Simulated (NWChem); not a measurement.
C₄H₄N₂; SMILES C=C1C=NC=N1

Give the equilibrium geometry at PBE-D3(BJ)/def2-SVP (NWChem) as a Z-matrix, with the point group.

point group Cs; any orientation.
```
C
C 1 1.3556
H 2 1.1004 1 120.91
H 2 1.1006 3 118.90 1 180.00
N 1 1.4095 2 124.87 3 180.00
C 5 1.3063 1 102.99 2 180.00
H 6 1.1018 5 123.10 1 180.00
N 6 1.4267 7 119.53 5 180.00
C 8 1.3051 6 102.95 7 180.00
H 9 1.1019 8 123.31 6 180.00
```
